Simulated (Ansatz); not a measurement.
Program: Ansatz. Geometries: PBE0-D4/def2-TZVP. ΔE: electronic, gas phase. CCSD(T)/CBS adds triple-zeta CCSD(T) − MP2 to the extrapolated MP2 energy (def2 sets, frozen cores). This one scheme is used for every species. Each species was taken in one conformer, which may not be the lowest.

`O[SiH](O)CCl` + H–F → `O[SiH](F)CCl` + H₂O  (ligand exchange at the Si–O bond)

```csv
species,HF/def2-TZVPP energy (Eh)
`O[SiH](O)CCl`,-939.16354
H–F,-100.06520
`O[SiH](F)CCl`,-963.18489
H₂O,-76.06237
```

Work out ΔE.

ΔE = (-963.18489) + (-76.06237) − (-939.16354) − (-100.06520) = -0.01852 Eh = -48.6 kJ/mol. CCSD(T)/CBS gives -43.7 kJ/mol.

Largest T1 diagnostic among the species: 0.011.

In def2-TZVPP, CCSD(T) changes the Hartree–Fock value by +5.9 kJ/mol (the triples alone add +1.0 kJ/mol) and MP2 by +7.8 kJ/mol.
